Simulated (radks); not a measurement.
Isoelectronic series with 16 electrons, each ion in its NIST ground configuration. All-electron calculation, Dirac Kohn-Sham, LDA (Slater exchange, Perdew-Wang correlation), spin-unpolarised, spherical densities, point nucleus; open shells fill j = l - 1/2 first. Program: a radial shooting solver on a logarithmic mesh with Libxc functionals. Total energies (hartree) and mean radii <r> (bohr):

ion    configuration  E (hartree)   3p3/2   3p1/2   3s1/2    2p3/2
S       [Ne] 3s2 3p4   -397.83512   2.076   2.066   1.694   0.4442
Cr8+    [Ne] 3s2 3p4  -1026.11219  0.8313  0.8258  0.8166   0.2600
Ge16+   [Ne] 3s2 3p4  -1964.18675  0.5359  0.5300  0.5418   0.1834
Zr24+   [Ne] 3s2 3p4  -3221.02755  0.3964  0.3896  0.4044   0.1414
Cd32+   [Ne] 3s2 3p4  -4809.73814  0.3143  0.3066  0.3210   0.1149
Ba40+   [Ne] 3s2 3p4   -6748.0906  0.2600  0.2512  0.2647  0.09656
Gd48+   [Ne] 3s2 3p4   -9059.7596  0.2213  0.2113  0.2238  0.08315
Hf56+   [Ne] 3s2 3p4  -11776.2735  0.1923  0.1810  0.1925  0.07288
